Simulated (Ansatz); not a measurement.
Saddle point of GeH6O, closed shell (GeH₄ + H₂O → GeH₄O ([OH][GeH3]) + H₂; bonds formed: Ge1–O7, H2–H6; bonds broken: Ge1–H2, H6–O7), PBE0-D4/def2-TZVP structure:

Ge1  (-0.023, 0.400, 0.625)
H2  (-0.936, 0.619, -1.040)
H3  (0.963, -0.358, 1.562)
H4  (-1.416, 0.198, 1.243)
H5  (0.462, 1.850, 0.535)
H6  (-0.261, -0.203, -1.293)
O7  (0.648, -0.775, -0.875)
H8  (0.563, -1.730, -0.757)
(Å)

Energies are electronic, without zero-point energy. Barriers and step energies count from the start structure reached by relaxing down the imaginary mode; all methods use the PBE0-D4 structures, on which another method's saddle can fall below an end. Program: Ansatz 0.2.0. Basis: def2-TZVPP, with def2-QZVPP for the basis limit. Cores are frozen in the correlated methods. Filled d shells of the heavier atoms are correlated. The def2 sets are not built for correlating such inner shells, so the correlated values are less sure here. B3LYP uses VWN-RPA correlation. Extrapolation: Hartree–Fock as exp(−7.88 √X), correlation as X^−2.97.

| method | barrier (eV) | step energy (eV) |
| --- | --- | --- |
| SPW92 | ? | 0.167 |
| PBE-D4 | 1.803 | 0.081 |
| BLYP-D4 | 1.925 | 0.007 |
| r2SCAN-D4 | 1.944 | 0.047 |
| B97M-V | 2.038 | 0.099 |
| PBE0-D4 | 2.003 | 0.118 |
| B3LYP-D4 | 2.076 | 0.050 |
| r2SCAN0-D4 | ? | 0.089 |
| BHLYP-D4 | 2.289 | 0.075 |
| CAM-B3LYP-D4 | 2.128 | 0.066 |
| wB97X-V | 2.146 | 0.054 |
| wB97M-V | 2.112 | 0.079 |
| B2PLYP | ? | 0.028 |
| PBE-QIDH | 2.137 | 0.079 |
| RPA on PBE | 2.167 | 0.040 |
| HF | 2.766 | 0.078 |
| MP2 | 2.149 | -0.002 |
| CCSD | 2.299 | 0.084 |
| CCSD(T) | 2.189 | 0.059 |

(1) Fill in the withheld barriers. (An estimate is asked for; the value comes from the calculation.)

No T1 diagnostic of these runs exceeds 0.014.

Answers

(1) The calculation gives: B2PLYP 2.145; SPW92 1.525; r2SCAN0-D4 2.086 eV. Each is the energy of the saddle less that of the start structure, by the same method.

For comparison, the barrier by CCSD(T) at an estimated basis limit (MP2 extrapolated from triple and quadruple zeta, plus CCSD(T) − MP2 in triple zeta) is 2.238 eV.

Labels in which every atom is bracketed show which atoms are joined, not bond orders.

For scale, one of the runs: CCSD(T)/def2-TZVPP, 163 basis functions (an equivalent command: `ansatz run in.yaml --threads 2`). Time: 20 s of wall clock on 2 CPU threads; the host was shared. Peak host memory: 1.3 GiB.
